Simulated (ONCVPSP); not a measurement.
**Potentials for Bi compared**

Generated with ld1.x 7.5 (TM, RRKJ, ultrasoft, PAW), atompaw 4.2 or ONCVPSP 4.0.1. The cutoff is in Ry: for ld1.x and atompaw files where the sum of valence levels is converged to 10 mRy in a Bessel basis, for ONCV files where the hardest occupied wave has 1 mHa per electron of residual kinetic energy. The error is the largest all-electron minus pseudo excitation energy over each file’s own four to seven test configurations (ionisations up to +4, promotions, holes and added fractions of an electron), all of which were solved. The labels leave out finer settings (local radius, basis sizes, second energies), which also bear on the numbers. Spin-polarised tests are not counted. The rows are a selection from randomly drawn settings: files with unsolved tests, undetermined cutoffs or missed reference levels are left out.

A true bound ghost makes a file unfit for plane-wave use even where its test errors are small: the radial tests pick states by their node count and pass the ghost by.

```tsv
potential	cutoff (Ry)	largest error (meV)	bound ghosts
ONCV, PBE, scalar-relativistic, rc 1.35/1.30/1.30 (spd), local d, core correction yes, reference 5s2 5p6 5d10 6s2 6p3, qcut 6.9/12.1/13.8, projectors 2/2/0	98	-154	none
ONCV, PBE, scalar-relativistic, rc 2.00/1.30/1.55/1.90 (spdf), local smoothed, core correction no, reference 5p6 5d10 6s2 6p3, qcut 2.6/13/10.8/6.5, projectors 2/3/2/2	107	-132	s
ONCV, Wu-Cohen, scalar-relativistic, rc 1.90/2.30/1.45 (spd), local smoothed, core correction no, reference 5d10 6s2 6p2, qcut 3/3.6/10.7, projectors 1/2/3	68	-179	s
ONCV, LDA (Perdew-Wang 92), scalar-relativistic, rc 1.25/1.40/1.75 (spd), local smoothed, core correction no, reference 5s2 5p6 5d10 6s2 6p2.5, qcut 9.2/8.5/7.1, projectors 2/3/1	68	-9.4	none
ONCV, LDA (Perdew-Zunger), scalar-relativistic, rc 1.45/1.30/1.85 (spd), local smoothed, core correction no, reference 5s2 5p6 5d10 6s2 6p3, qcut 9.1/9.7/9.3, projectors 2/2/2	83	-130	none
ONCV, PBEsol, scalar-relativistic, rc 1.45/1.60/1.85/1.95 (spdf), local smoothed, core correction yes, reference 5s2 5p6 5d10 6s2 6p3, qcut 9.5/7.9/9.7/5.3, projectors 2/2/1/2	62	-24	none
```

Task: Fill in the row for Bi: ONCV, PBE, scalar-relativistic, rc 1.90/2.25 (sp), local smoothed, core correction yes, reference 6s2 6p2.5, qcut 3.1/2.9, projectors 1/2.

Result: cutoff 39 Ry, largest error -17 meV, bound ghosts: none.

Task: Fill in the row for Bi: ONCV, PW91, scalar-relativistic, rc 1.95/2.15 (sp), local smoothed, core correction yes, reference 6s1 6p4, qcut 2.6/3.8, projectors 3/3.

Result: cutoff 77 Ry, largest error -329 meV, bound ghosts: none.
